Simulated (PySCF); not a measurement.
Cl₂Sr, singlet, geometry from GFN2-xTB (such geometries of metal compounds can be far from the true shape) (all electrons, no relativity); WB97M-V/STO-3G (PySCF).

PySCF was given this input:
```python
from pyscf import gto, scf, dft

mol = gto.Mole()
mol.atom = '''
    Sr    0.291224   -0.610948    0.120886
    Cl    1.080314    1.073658   -1.546550
    Cl   -1.731286    0.291991    1.276334
'''
mol.basis = 'sto-3g'
mol.charge = 0
mol.spin = 0
mol.verbose = 3
mol.build()

mf = dft.RKS(mol)
mf.xc = 'wb97m_v'
mf.kernel()
mf.analyze()
```

What the program printed (banner, timings and long lists left out):

```
converged SCF energy = -4011.32175544611
**** MO energy ****
MO #1   energy= -570.197306756944  occ= 2
MO #2   energy= -100.547559312169  occ= 2
MO #3   energy= -100.547553269805  occ= 2
MO #4   energy= -75.5765815147033  occ= 2
MO #5   energy= -70.1354220183356  occ= 2
MO #6   energy= -70.1353595353032  occ= 2
MO #7   energy= -70.134635101326   occ= 2
MO #8   energy= -11.6879955791609  occ= 2
MO #9   energy= -9.37533840227313  occ= 2
MO #10  energy= -9.37478012326083  occ= 2
MO #11  energy= -9.372159408468    occ= 2
MO #12  energy= -9.22740752522358  occ= 2
MO #13  energy= -9.22713876386341  occ= 2
MO #14  energy= -6.94118522096678  occ= 2
MO #15  energy= -6.94103240859735  occ= 2
MO #16  energy= -6.93471033521462  occ= 2
MO #17  energy= -6.93459872047309  occ= 2
MO #18  energy= -6.93457502622589  occ= 2
MO #19  energy= -6.93449804931588  occ= 2
MO #20  energy= -4.29729013393785  occ= 2
MO #21  energy= -4.2972619824471   occ= 2
MO #22  energy= -4.29526930308595  occ= 2
MO #23  energy= -4.29492083834898  occ= 2
MO #24  energy= -4.29433571690206  occ= 2
MO #25  energy= -1.60360631056223  occ= 2
MO #26  energy= -0.997711319984139 occ= 2
MO #27  energy= -0.996289307247861 occ= 2
MO #28  energy= -0.995095971396143 occ= 2
MO #29  energy= -0.718891976210769 occ= 2
MO #30  energy= -0.712031500568544 occ= 2
MO #31  energy= -0.275647638671902 occ= 2
MO #32  energy= -0.245917577745394 occ= 2
MO #33  energy= -0.245329070175083 occ= 2
MO #34  energy= -0.242898161879159 occ= 2
MO #35  energy= -0.236886680379297 occ= 2
MO #36  energy= -0.235424049747379 occ= 2
MO #37  energy= 0.0983649866895552 occ= 0
MO #38  energy= 0.262264674676409  occ= 0
MO #39  energy= 0.380562650691747  occ= 0
MO #40  energy= 0.391507039367103  occ= 0
 ** Mulliken atomic charges  **
charge of    0Sr =      1.37593
charge of    1Cl =     -0.68797
charge of    2Cl =     -0.68797
Dipole moment(X, Y, Z, Debye):  4.17112, -8.75045,  1.73144
```
